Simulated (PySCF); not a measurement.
**Dipole moment and polarisability of HSiCl(SBu)2**

HSiCl(SBu)2, C₈H₁₉ClS₂Si.
Numbering: `[CH3:1][CH2:2][CH2:3][CH2:4][S:5][SiH:6]([Cl:7])[S:8][CH2:9][CH2:10][CH2:11][CH3:12]` (hydrogens: H13, H14, H15 on C1; H16, H17 on C2; H18, H19 on C3; H20, H21 on C4; H22 on Si6; H23, H24 on C9; H25, H26 on C10; H27, H28 on C11; H29, H30, H31 on C12)

Geometry (PBE0-D3(BJ)/def2-SVP, Å), atoms numbered from 1 in this order:
```
atom  x, y, z in Å
C1     4.3553    1.5373   -0.1339
C2     3.9736    0.1081   -0.4808
C3     3.4589   -0.6772    0.7158
C4     3.0747   -2.1170    0.4218
S5     1.8164   -2.3632   -0.8980
Si6    0.1583   -1.3342   -0.0662
Cl7   -0.1738   -1.9026    1.9126
S8    -1.4731   -1.8988   -1.3011
C9    -2.8810   -1.2730   -0.3049
C10   -2.9677    0.2375   -0.1958
C11   -4.2236    0.6977    0.5340
C12   -4.3071    2.2089    0.6743
H13    4.7212    2.0827   -1.0167
H14    5.1489    1.5702    0.6301
H15    3.4919    2.0939    0.2654
H16    4.8424   -0.4205   -0.9121
H17    3.2018    0.1036   -1.2683
H18    2.5994   -0.1503    1.1680
H19    4.2318   -0.7010    1.5054
H20    3.9411   -2.6878    0.0519
H21    2.7080   -2.6218    1.3275
H22    0.3634    0.1367    0.0181
H23   -3.7650   -1.6806   -0.8196
H24   -2.8350   -1.7468    0.6880
H25   -2.0799    0.6230    0.3356
H26   -2.9324    0.6778   -1.2068
H27   -4.2556    0.2281    1.5329
H28   -5.1130    0.3231   -0.0030
H29   -3.4480    2.6048    1.2395
H30   -4.3076    2.7017   -0.3110
H31   -5.2224    2.5167    1.2017
```

Level: B3LYP/def2-SVPD (PySCF), static field, nuclei fixed, core orbitals frozen in the response. The polarisability tensor in these axes (au):

```
x   221.12  -7.96   0.44
y    -7.96 168.54   5.41
z     0.44   5.41 161.75
```

Q: What are the eigenvalues, a third of the trace, and Δα (Δα² = ½Σ(αi − αj)² over the three pairs)?

A: Principal values 158.46, 170.65 and 222.30 au; mean 183.80 au = 27.24 Å³ = 30.30 × 10⁻⁴⁰ C²·m²/J; Δα = 58.70 au (32 % of the mean).

Q: What is the dipole moment, and where does it point?

A: (0.03, 1.70, 0.89) D, 1.92 D in size, pointing from the negative to the positive side. Measured along this direction, the outermost atoms are S5 at the negative end and H29 at the positive end.

Q: What depolarisation ratio follows for Rayleigh scattering of linearly polarised light, taking the static tensor?

A: ρ = 3Δα²/(45ᾱ² + 4Δα²) = 10337.3/(1520256 + 13783.1) = 0.00674.

Q: Form Σ f/ω² (atomic units) for the 10 lowest TDDFT singlets, given as eV and f, and set it beside the mean polarisability, which is this sum over all singlets: 5.01, 0.0116; 5.36, 0.0064; 5.76, 0.0084; 5.92, 0.0014; 6.09, 0.0027; 6.22, 0.0669; 6.31, 0.0144; 6.55, 0.0143; 6.58, 0.0010; 6.71, 0.0028.

A: They add up to 2.64 au, 1.4 % of the 183.80 au; the largest single term is 1.28 au, from the state at 6.22 eV. Terms in order: 0.34, 0.17, 0.19, 0.03, 0.05, 1.28, 0.27, 0.25, 0.02, 0.05 au. Higher excitations give the rest. The strengths listed sum to 0.130.

Q: Find the Langevin capture rate constant for O2+ (31.990 u) meeting this molecule (242.039 u), k = 2.342 × 10⁻⁹ cm³/s × √(α in Å³ / reduced mass in u).

A: The reduced mass is 28.26 u, so k = 2.30 × 10⁻⁹ cm³/s. The formula leaves out the permanent dipole, which adds to the capture rate.

Q: What would n − 1 = 2πNα be for an ideal gas of these molecules at 400 K and 1 atm, electronic part alone?

A: N = p/kT = 1.8347 × 10¹⁹ cm⁻³, so n − 1 = 2π × N × 27.24 × 10⁻²⁴ cm³ = 3140 × 10⁻⁶ at long wavelengths.

Geometry: PBE0-D3(BJ)/def2-SVP, one conformer, isolated molecule.
